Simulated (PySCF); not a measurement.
A series of derivatives of C=C1C[SiH2]1

Parent skeleton `[CH2:1]=[C:2]1[CH2:3][SiH2:4]1`; one hydrogen on atom 3 is replaced by X. Hydrogens on one atom are averaged.

Non-relativistic Hamiltonian, gas phase, one conformer. σ from GIAO-PBE0/pcSseg-1; structure optimised with GFN2-xTB; PySCF 2.14.

δ = σ(ref) − σ, references computed at the same level: TMS for 13C, 29Si, 1H.

Parent (X = H): C1 133.3, C2 144.7, C3 2.4, Si4 -145.0, H(C1) 6.71, H(C3) 1.20, H(Si4) 3.21 ppm. Effects are Δδ = δ(X) − δ(H), positive for deshielding.

Task: Order these by the shift of H(C1), most shielded first.
A. X = Ph
B. X = cPent
C. X = CCl3
D. X = NHCOCH3

Result: B (-0.07 ppm), D (+0.07 ppm), A (+0.26 ppm), C (+0.38 ppm).

Task: Order these by the shift of Si4, most shielded first.
A. X = NHCOCH3
B. X = Ph
C. X = CCl3
D. X = cPent

Result: D (+2.9 ppm), A (+10.8 ppm), B (+12.7 ppm), C (+14.7 ppm).

Task: Order these by the shift of C2, most shielded first.
A. X = CCl3
B. X = cPent
C. X = OSiMe3
D. X = NHCOCH3
E. X = OCF3
F. X = SO3H

Result: F (-5.6 ppm), E (-3.5 ppm), A (+1.3 ppm), D (+3.1 ppm), C (+4.9 ppm), B (+7.1 ppm).
